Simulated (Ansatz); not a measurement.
Cartesian coordinates in Å:
```
C -1.8429 1.4465 0.6008
O -0.6408 0.7859 0.2654
Si -0.4827 -0.3800 -0.8496
F -1.4842 -1.5702 -0.5122
O 1.0317 -0.9176 -0.7930
Si 2.3732 -1.0507 0.1472
H -2.3069 1.9052 -0.2789
H -1.6073 2.2338 1.3177
H -2.5571 0.7554 1.0574
H -0.8168 0.0807 -2.2070
H 2.0049 -1.5067 1.5109
H 3.2694 -2.0448 -0.4896
H 3.0594 0.2624 0.2311
```

Total charge 0; spin multiplicity 1.

(1) List the r2SCAN/def2-TZVPP orbital energies in eV (Ansatz). (Best estimate.)

Results:

(1) Ansatz gave: Occupied: -1792.62, -1791.67, -666.07, -516.12, -516.10, -274.66, -142.83, -142.04, -97.74, -97.71, -97.66, -96.94, -96.87, -96.87, -31.25, -27.16, -26.42, -18.20, -15.23, -13.56, -12.57, -12.00, -11.99, -11.45, -11.18, -10.67, -10.10, -9.90, -9.38, -8.20, -8.16, -7.93, -7.54. Lowest empty: -0.24, 0.89, 1.09, 1.37, 1.50, 1.81, 1.98, 2.44.
